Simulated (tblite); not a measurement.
Compound: C4H10GeS3.
Atom-mapped SMILES: `[CH3:1][S:2][C@@H:3]([GeH2:4][SH:5])[C:6]([CH3:7])=[S:8]` (hydrogens: H9, H10, H11 on C1; H12 on C3; H13, H14 on Ge4; H15 on S5; H16, H17, H18 on C7)

Computed with GFN2-xTB (tblite), gas phase: L-BFGS steps from a force-field or distance-geometry start until the largest atomic force falls under 0.01 eV/Å.

Step 216: E = -689.1754 eV
```
atom  x, y, z in Å  |  force x, y, z in eV/Å
C1      2.1187   -1.4039   -1.1716    0.012   0.002   0.007
S2      0.3475   -1.0650   -1.3019   -0.025  -0.015  -0.010
C3      0.1214   -0.1790    0.2792    0.009  -0.009   0.002
Ge4     0.4096    1.7970   -0.1525   -0.003  -0.011  -0.027
S5      0.6434    2.9492    1.7049    0.046   0.056  -0.039
C6     -1.1976   -0.3264    0.8870    0.019   0.024  -0.008
C7     -2.3409   -0.6859    0.0148    0.009   0.003   0.020
S8     -1.3841   -0.0352    2.4909    0.004  -0.020  -0.010
H9      2.3009   -2.0135   -0.2915    0.018  -0.037   0.007
H10     2.4000   -1.9496   -2.0671   -0.012   0.027   0.016
H11     2.6703   -0.4684   -1.1131    0.022   0.018  -0.009
H12     0.9080   -0.4839    0.9694    0.038  -0.023  -0.015
H13     1.6578    1.9057   -1.0080   -0.013  -0.005   0.057
H14    -0.7433    2.2552   -1.0208   -0.023  -0.017   0.009
H15    -0.0736    2.0794    2.4153   -0.036  -0.023   0.007
H16    -3.2780   -0.5834    0.5529   -0.064   0.004  -0.010
H17    -2.3437   -0.0656   -0.8832   -0.005   0.016   0.007
H18    -2.2250   -1.7206   -0.3163    0.005   0.012  -0.003
```

Step 217: E = -689.1764 eV
```
atom  x, y, z in Å  |  force x, y, z in eV/Å
C1      2.1182   -1.4130   -1.1710    0.019  -0.011   0.052
S2      0.3510   -1.0523   -1.3130    0.009  -0.011  -0.005
C3      0.1281   -0.1754    0.2741    0.001  -0.024   0.012
Ge4     0.4047    1.8005   -0.1595   -0.018   0.011  -0.023
S5      0.5987    2.9628    1.6968    0.026   0.026  -0.020
C6     -1.1854   -0.3331    0.8902    0.024   0.040   0.022
C7     -2.3366   -0.6769    0.0223    0.005   0.001   0.032
S8     -1.3579   -0.0620    2.5005    0.006  -0.027  -0.051
H9      2.2816   -2.0443   -0.3008    0.012  -0.018  -0.027
H10     2.4049   -1.9442   -2.0741   -0.013   0.047   0.026
H11     2.6808   -0.4854   -1.0809   -0.007  -0.012  -0.036
H12     0.9204   -0.4770    0.9591    0.040  -0.025  -0.022
H13     1.6616    1.9177   -1.0004   -0.011  -0.010   0.055
H14    -0.7427    2.2461   -1.0427   -0.012  -0.023   0.012
H15    -0.0942    2.0707    2.4078   -0.014   0.003  -0.012
H16    -3.2685   -0.5692    0.5680   -0.071  -0.002  -0.013
H17    -2.3394   -0.0488   -0.8701   -0.007   0.019  -0.003
H18    -2.2341   -1.7101   -0.3180    0.012   0.015   0.001
```

Step 218: E = -689.1776 eV
```
atom  x, y, z in Å  |  force x, y, z in eV/Å
C1      2.1182   -1.4168   -1.1715    0.012  -0.028   0.047
S2      0.3520   -1.0530   -1.3137    0.007   0.001  -0.019
C3      0.1331   -0.1773    0.2745    0.014  -0.033   0.013
Ge4     0.4006    1.7976   -0.1646   -0.034   0.035  -0.012
S5      0.5695    2.9706    1.6883    0.018   0.009  -0.014
C6     -1.1772   -0.3383    0.8953    0.011   0.029   0.030
C7     -2.3329   -0.6678    0.0277    0.003   0.008   0.017
S8     -1.3407   -0.0818    2.5085    0.001  -0.023  -0.041
H9      2.2750   -2.0625   -0.3118    0.022  -0.041  -0.001
H10     2.4084   -1.9343   -2.0813   -0.009   0.054   0.022
H11     2.6823   -0.4929   -1.0602   -0.004   0.008  -0.052
H12     0.9310   -0.4750    0.9552    0.022  -0.025  -0.024
H13     1.6632    1.9199   -0.9950   -0.005  -0.010   0.046
H14    -0.7444    2.2352   -1.0563    0.000  -0.030   0.014
H15    -0.1111    2.0697    2.4016   -0.004   0.015  -0.021
H16    -3.2651   -0.5542    0.5720   -0.061  -0.002   0.001
H17    -2.3286   -0.0331   -0.8600   -0.014   0.017  -0.013
H18    -2.2421   -1.6995   -0.3204    0.020   0.016   0.007
```

Step 219: E = -689.1791 eV
```
atom  x, y, z in Å  |  force x, y, z in eV/Å
C1      2.1185   -1.4192   -1.1700    0.002  -0.038   0.044
S2      0.3523   -1.0544   -1.3170    0.028   0.015  -0.017
C3      0.1365   -0.1808    0.2733    0.018  -0.029   0.000
Ge4     0.3969    1.7939   -0.1686   -0.045   0.025  -0.019
S5      0.5498    2.9784    1.6762    0.030   0.036   0.000
C6     -1.1705   -0.3424    0.8992    0.003   0.000   0.060
C7     -2.3313   -0.6592    0.0336   -0.022   0.029   0.006
S8     -1.3213   -0.1044    2.5167   -0.009  -0.011  -0.046
H9      2.2674   -2.0883   -0.3272    0.028  -0.037   0.010
H10     2.4176   -1.9129   -2.0896   -0.007   0.050   0.008
H11     2.6819   -0.4987   -1.0291   -0.016   0.006  -0.055
H12     0.9399   -0.4778    0.9480    0.006  -0.022  -0.013
H13     1.6638    1.9194   -0.9892    0.005  -0.007   0.029
H14    -0.7472    2.2234   -1.0651    0.006  -0.032   0.008
H15    -0.1277    2.0803    2.3929   -0.015  -0.004  -0.006
H16    -3.2658   -0.5401    0.5746   -0.014   0.003   0.009
H17    -2.3193   -0.0211   -0.8517   -0.023   0.015  -0.019
H18    -2.2503   -1.6898   -0.3187    0.027   0.001   0.004
```

**Question.** Estimate the geometry and energy of step 220. (The exact step hangs on the optimiser's Hessian estimate; all steps are aligned on step 219, rigid shifts and turns removed.)

**Answer.** E = -689.1801 eV, largest force 0.095 eV/Å
```
atom  x, y, z in Å  |  force x, y, z in eV/Å
C1      2.1180   -1.4229   -1.1719   -0.024  -0.038  -0.005
S2      0.3515   -1.0570   -1.3161    0.033   0.014  -0.022
C3      0.1402   -0.1848    0.2752    0.027  -0.007  -0.013
Ge4     0.3948    1.7908   -0.1689   -0.027   0.035   0.014
S5      0.5308    2.9882    1.6718    0.020   0.008  -0.023
C6     -1.1651   -0.3441    0.9049   -0.009  -0.038   0.003
C7     -2.3282   -0.6511    0.0383   -0.025   0.024  -0.016
S8     -1.3101   -0.1202    2.5225   -0.017   0.010   0.029
H9      2.2681   -2.1026   -0.3402    0.029  -0.059   0.068
H10     2.4181   -1.9054   -2.0962   -0.006   0.038  -0.025
H11     2.6802   -0.5047   -1.0228    0.004   0.042  -0.038
H12     0.9484   -0.4814    0.9439   -0.006  -0.021   0.006
H13     1.6683    1.9178   -0.9784    0.001  -0.003   0.021
H14    -0.7457    2.2125   -1.0724    0.003  -0.029  -0.002
H15    -0.1520    2.0925    2.3866   -0.008   0.001  -0.003
H16    -3.2653   -0.5301    0.5756    0.015   0.005   0.015
H17    -2.3104   -0.0104   -0.8453   -0.030   0.017  -0.018
H18    -2.2505   -1.6806   -0.3182    0.021   0.001   0.008
```

The energy changes by -0.0011 eV. The first-order estimate −F·Δx gives -0.0018 eV and the mean of the old and new forces, exact on a quadratic surface, -0.0011 eV. The step makes an angle of 80° with the force vector and moves no atom by more than 0.028 Å.

What follows is the cost of the whole relaxation. Time: 4.6 s of wall time. Hardware: one thread of an Arm Neoverse N1 (shared host).
